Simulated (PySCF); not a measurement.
C₂H₇GaO, SMILES [GaH]([CH3])[O]C. Geometry: PBE-D3(BJ)/def2-SVP. The structure was generated by enumeration; whether it is a known compound was not checked. The values are those of a single conformer.

Question: Give the equilibrium geometry at PBE-D3(BJ)/def2-SVP (PySCF confirms it by a frequency run) as bond lengths and angles, and its point group. (Estimate from the structure and the level; the computed values follow.)

Answer: One answer among several that fit: point group Cs.
Atoms: Ga1 H2 C3 H4 H5 H6 O7 C8 H9 H10 H11. Bond lengths (Å): Ga1–H2 1.582, Ga1–C3 1.964, Ga1–O7 1.811, C3–H4 1.109, C3–H5 1.109, C3–H6 1.107, O7–C8 1.407, C8–H9 1.115, C8–H10 1.115, C8–H11 1.118. Angles (°): H2–Ga1–C3 132.2, H2–Ga1–O7 114.6, C3–Ga1–O7 113.3, Ga1–C3–H4 110.6, Ga1–C3–H5 110.6, Ga1–C3–H6 109.9, H4–C3–H5 107.6, H4–C3–H6 109.1, H5–C3–H6 109.1, Ga1–O7–C8 124.5, O7–C8–H9 110.6, O7–C8–H10 110.6, O7–C8–H11 113.8, H9–C8–H10 107.0, H9–C8–H11 107.3, H10–C8–H11 107.3.
